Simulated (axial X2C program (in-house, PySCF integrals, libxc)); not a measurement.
**A run on WO without results**

A two-component calculation with an axial X2C code built on PySCF integrals.

Input and command:
```json
{"zs": [74, 8], "q": 0, "bas": ["dyall-acv3z", "dyall-av3z"], "r0": 1.77, "levels": ["PBE0", "HF", "B3LYP"], "nst": 1, "ff": 1, "thr": -3.5, "nmax": 130, "opt": {"ecut": 60}}
```
```bash
python soeom.py task.json out
```

Keys: zs atomic numbers; q charge; bas basis sets; r0 starting distance in Å; levels methods; nst determinants followed; ff finite-field run; thr threshold in hartree for freezing inner shells (an s shell follows its p shell); nmax most natural virtual spinors; ecut virtual cutoff in hartree.

Outcome:

The PBE0 distance search ended without bracketing a minimum (an unconverged step or the end of its range); this says nothing on whether the molecule is bound.
